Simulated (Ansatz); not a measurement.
The first iterations of a band of BF2H4N (8 atoms, charge 0, multiplicity 1).

Level of theory: Ansatz 0.2.0, RKS BHLYP-D4/def2-SVP.

* movable images: 7
* climbing image: yes
* spring: 5.0 eV/Å²
* optimiser: quadratic models (default)
* start path: through a guess of the saddle point
* force threshold: 0.05 eV/Å
* iteration limit: 60
* end points: relaxed

Initial state:

```xyz
8
Properties=species:S:1:pos:R:3
B 0.016 0.137 0.157
F 0.179 -0.661 1.256
F 1.104 0.146 -0.671
H -1.062 0.048 -0.397
N 0.044 1.677 0.816
H 0.928 1.810 1.297
H -0.040 2.381 0.092
H -0.709 1.799 1.483
```

Final state:

```xyz
8
Properties=species:S:1:pos:R:3
B 0.137 0.601 -0.398
F -0.522 -0.183 2.359
F 1.233 -0.098 -0.623
H -0.894 0.280 -0.907
N 0.210 1.710 0.463
H 1.102 2.085 0.748
H -0.542 2.377 0.508
H -0.264 0.567 1.882
```

| iteration | highest image above the first end (eV) | largest band force component (eV/Å) |
| --- | --- | --- |
| 1 | 5.915 | 6.042 |
| 2 | 3.410 | 2.702 |
| 3 | 2.471 | 2.858 |
| 4 | 2.050 | 1.818 |
| 5 | 1.794 | 1.813 |

Problem. Does the band converge within its limit, and where does its top end?

Solution. It converged. It ended after 16 iterations with the highest image 1.645 eV above the first end. A vibrational analysis at the climbing image gives one clearly imaginary mode, 1017i cm⁻¹: a first-order saddle point. The orbitals stay closed-shell, which can raise the energy where a bond breaks towards radicals; this wasn't checked here.

Time of the run: 5 min on 1 thread of Arm Neoverse V1 (shared host), peak memory 0.14 GiB.
